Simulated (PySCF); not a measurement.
C3H10OSi (SMILES C[Si](C)(C)O), singlet, at a GFN2-xTB geometry; R2SCAN/6-31G (PySCF).

Here is a job for PySCF.
```python
from pyscf import gto, scf, dft

mol = gto.M(
    atom='''
C    -0.069981    1.175807   -1.483276
Si   -0.021983    0.014594    0.029215
C    -0.820707   -1.663275   -0.356140
C     1.788383   -0.186252    0.595418
O    -0.949350    0.605455    1.245447
H     0.457019    0.750885   -2.330995
H     0.389222    2.136687   -1.266201
H    -1.092066    1.366693   -1.797122
H    -0.807709   -2.310256    0.514835
H    -0.299084   -2.175463   -1.158083
H    -1.855942   -1.541970   -0.657677
H     2.394129   -0.668889   -0.164219
H     2.249198    0.773447    0.814295
H     1.851554   -0.790786    1.495497
H    -0.769948    1.454014    1.641076
''',
    basis='6-31g',
    charge=0,
    spin=0,
    verbose=4,
)

mf = dft.RKS(mol)
mf.xc = 'r2scan'
mf.level_shift = 0.5
mf.max_cycle = 100
mf.kernel()
```

**Question.** Write the output that PySCF gives for this input, abridged.

**Answer.** 
```
PySCF version 2.14.0

[INPUT] verbose = 4
[INPUT] num. atoms = 15
[INPUT] num. electrons = 50
[INPUT] charge = 0
[INPUT] spin (= nelec alpha-beta = 2S) = 0
[INPUT] symmetry False subgroup None
[INPUT] Mole.unit = angstrom
[INPUT] Symbol           X                Y                Z      unit          X                Y                Z       unit  Magmom
[...]
nuclear repulsion = 249.464365818889
number of shells = 47
number of NR pGTOs = 174
number of NR cGTOs = 69
basis = 6-31g
ecp = {}

******** <class 'pyscf.dft.rks.RKS'> ********
method = RKS
initial guess = minao
damping factor = 0
level_shift factor = 0.5
DIIS = <class 'pyscf.scf.diis.CDIIS'>
diis_start_cycle = 1
diis_space = 8
diis_damp = 0
SCF conv_tol = 1e-09
SCF conv_tol_grad = None
SCF max_cycles = 100
direct_scf = True
direct_scf_tol = 1e-13
XC library pyscf.dft.libxc version 7.1.2
    S. Lehtola, C. Steigemann, M. J. T. Oliveira, and M. A. L. Marques,  SoftwareX 7, 1–5 (2018)
XC functionals = r2scan
    J. W. Furness, A. D. Kaplan, J. Ning, J. P. Perdew, and J. Sun,  J. Phys. Chem. Lett. 11, 8208–8215 (2020)
    J. W. Furness, A. D. Kaplan, J. Ning, J. P. Perdew, and J. Sun,  J. Phys. Chem. Lett. 11, 9248–9248 (2020)
    J. W. Furness, A. D. Kaplan, J. Ning, J. P. Perdew, and J. Sun,  J. Phys. Chem. Lett. 11, 8208–8215 (2020)
    J. W. Furness, A. D. Kaplan, J. Ning, J. P. Perdew, and J. Sun,  J. Phys. Chem. Lett. 11, 9248–9248 (2020)
radial grids:
    Treutler-Ahlrichs [JCP 102, 346 (1995); DOI:10.1063/1.469408] (M4) radial grids

becke partition: Becke, JCP 88, 2547 (1988); DOI:10.1063/1.454033
pruning grids: <function nwchem_prune>
grids dens level: 3
symmetrized grids: False
atomic radii adjust function: <function treutler_atomic_radii_adjust>
small_rho_cutoff = 0
Set gradient conv threshold to 3.16228e-05
Initial guess from minao.
tot grids = 173696
init E= -484.928336825258
[...]
cycle= 1 E= -484.759540808174  delta_E= 0.169  |g|= 0.681  |ddm|= 3.13
[...]
cycle= 2 E= -484.831629019896  delta_E= -0.0721  |g|= 0.48  |ddm|= 0.917
[...]
cycle= 3 E= -484.869666014589  delta_E= -0.038  |g|= 0.135  |ddm|= 0.242
[...]
cycle= 4 E= -484.873285620015  delta_E= -0.00362  |g|= 0.0378  |ddm|= 0.092
[...]
cycle= 5 E= -484.873646308553  delta_E= -0.000361  |g|= 0.00847  |ddm|= 0.0397
[...]
cycle= 6 E= -484.873678404659  delta_E= -3.21e-05  |g|= 0.00335  |ddm|= 0.0148
[...]
cycle= 7 E= -484.87368450613  delta_E= -6.1e-06  |g|= 0.00163  |ddm|= 0.00694
[...]
cycle= 8 E= -484.87368596729  delta_E= -1.46e-06  |g|= 0.000849  |ddm|= 0.00335
[...]
cycle= 9 E= -484.873686356335  delta_E= -3.89e-07  |g|= 0.000433  |ddm|= 0.00172
[...]
cycle= 10 E= -484.873686463117  delta_E= -1.07e-07  |g|= 0.000222  |ddm|= 0.000917
[...]
cycle= 11 E= -484.873686493414  delta_E= -3.03e-08  |g|= 0.000113  |ddm|= 0.000496
[...]
cycle= 12 E= -484.873686501909  delta_E= -8.5e-09  |g|= 6.38e-05  |ddm|= 0.000267
[...]
cycle= 13 E= -484.873686504481  delta_E= -2.57e-09  |g|= 3.59e-05  |ddm|= 0.000148
[...]
cycle= 14 E= -484.873686505288  delta_E= -8.06e-10  |g|= 1.91e-05  |ddm|= 8.25e-05
[...]
Extra cycle  E= -484.873686505522  delta_E= -2.34e-10  |g|= 2.4e-05  |ddm|= 0.000116
converged SCF energy = -484.873686505522
```
